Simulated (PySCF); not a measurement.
Harmonic spectrum computed at PBE0 in the def2-TZVP basis family (core potentials from Rb on, PySCF, no spin–orbit coupling):

| ω (cm⁻¹) | IR (km/mol) |
| --- | --- |
| 50 | 0.3 |
| 161 | 36.2 |
| 167 | 9.7 |

Which molecule gave it? In each, all ligands are bound to the one heavy central atom.
A. InI₂ (doublet)
B. AsI₂ (doublet)
C. TeI₂ (singlet)
D. PbI₂ (singlet)

D. It has C2v symmetry with Pb–I 2.807 Å (×2).
